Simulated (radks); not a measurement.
Values are calculated unless marked as measured or tabulated.
Spherical quantum dot in the effective-mass picture: electrons in a hard-walled sphere of radius 4.41, all in effective atomic units (hartree* = m*/eps^2 hartree, bohr* = eps/m* bohr), one dielectric constant everywhere. Level of theory: non-relativistic Kohn-Sham, exchange-only LDA, spin-polarised, spherical densities (a radial shooting solver with Libxc functionals). Levels are named by radial order and angular momentum (1s, 1p, 1d, 2s, ...), and open shells are averaged over m. Results are scaled to m* = 0.054 and eps = 13.2, for which hartree* = 8.433 meV and bohr* = 12.94 nm.

N = 32, configuration 1s2 1p6 1d10 1f14. This is the lowest configuration that the search found. Occupied and some empty levels:

| level | occupation | eigenvalue (meV) | <r> (nm) |
|---|---|---|---|
| 1s | 2 | 78.288 | 40.74 |
| 1p | 6 | 79.261 | 41.67 |
| 1d | 10 | 81.032 | 42.58 |
| 1f | 14 | 83.520 | 43.39 |
| 1g | 0 | 86.672 | 44.11 |
| 2s | 0 | 86.929 | 25.21 |
| 2p | 0 | 90.480 | 29.73 |
| 2d | 0 | 94.776 | 32.57 |

Energy (meV): total 1426.57, kinetic 307.72, external 0, Hartree 1218.3, exchange-correlation -99.489.
